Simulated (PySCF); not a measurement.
Cartesian coordinates in Å; atom numbers follow the order of the lines, from 1:
```xyz
19

C    -0.914    0.655    2.407
C    -0.788    0.041    1.362
Si   -0.580   -0.828   -0.250
O    -1.971   -0.645   -1.147
Si   -3.606   -0.397   -0.989
Si    1.193    0.101   -1.473
N     2.681   -0.061   -0.599
C     2.949    0.531    0.691
H    -1.030    1.192    3.332
H    -0.371   -2.275    0.058
H    -4.175   -0.221   -2.355
H    -4.253   -1.571   -0.330
H    -3.874    0.826   -0.175
H     1.363   -0.663   -2.748
H     0.796    1.508   -1.833
H     3.513   -0.254   -1.144
H     3.400    1.541    0.635
H     2.013    0.629    1.263
H     3.622   -0.103    1.293
```

Geometry: PBE0-D3(BJ)/def2-SVP; GIAO shifts from PySCF 2.14.0 with density-fitted response routines, gas phase, non-relativistic, averaged over equivalent atoms.

At PBE0/pcSseg-1 (212 basis functions, 73 s wall time on 1 thread of an Arm Neoverse N1, shared host):
```json
{"atoms": "C1", "δ (ppm)": "107.9"}
{"atoms": "C2", "δ (ppm)": "90.5"}
{"atoms": "C8", "δ (ppm)": "32.1"}
{"atoms": "Si5", "δ (ppm)": "-36.5"}
{"atoms": "Si3", "δ (ppm)": "-39.6"}
{"atoms": "Si6", "δ (ppm)": "-51.9"}
{"atoms": "O4", "δ (ppm)": "4.3"}
{"atoms": "N7", "δ (ppm)": "0.1"}
{"atoms": "H10", "δ (ppm)": "5.32"}
{"atoms": "H11/H12/H13", "δ (ppm)": "4.99"}
{"atoms": "H15", "δ (ppm)": "4.86"}
{"atoms": "H14", "δ (ppm)": "4.68"}
{"atoms": "H9", "δ (ppm)": "2.79"}
{"atoms": "H17/H18/H19", "δ (ppm)": "2.70"}
{"atoms": "H16", "δ (ppm)": "-0.62"}
```

Scale: ¹³C (σref 184.41), ²⁹Si (σref 351.99), ¹H (σref 31.27) against TMS; ¹⁷O (σref 334.56) vs H2O; ¹⁵N (σref 265.67) vs NH3 (reference shieldings calculated alike).

Problem. Estimate the result of repeating the calculation with WP04/pcSseg-1.

Solution. 
```
      atoms  δ at WP04/pcSseg-1  change
         C1                98.0    -9.9
         C2                83.2    -7.3
         C8                33.9    +1.8
        Si5               -45.6    -9.1
        Si3               -45.0    -5.4
        Si6               -50.2    +1.7
         O4                 0.0    -4.3
         N7                 1.1    +1.0
        H10                4.53   -0.79
H11/H12/H13                4.20   -0.79
        H15                4.16   -0.70
        H14                3.87   -0.81
         H9                2.43   -0.36
H17/H18/H19                2.58   -0.12
        H16               -0.36   +0.26
```

Shifts are taken against calculated references (same method and geometry level): TMS for ¹³C (σ = 172.44 ppm), ²⁹Si (σ = 338.69 ppm), ¹H (σ = 31.56 ppm); H2O for ¹⁷O (σ = 317.54 ppm); ¹⁵N (σ = 246.90 ppm) vs NH3.

The largest change is at C1 (terminal alkyne carbon). Cost: 212 basis functions, 65 s wall time on 1 thread of an Arm Neoverse N1, shared host. The order of the carbon signals is the same at both levels.

Experimental scales use liquid or dissolved standards, which lie at an offset from isolated NH3 (liquid NH3: subtract about 20 ppm) and H2O (liquid H2O: subtract about 36 ppm).
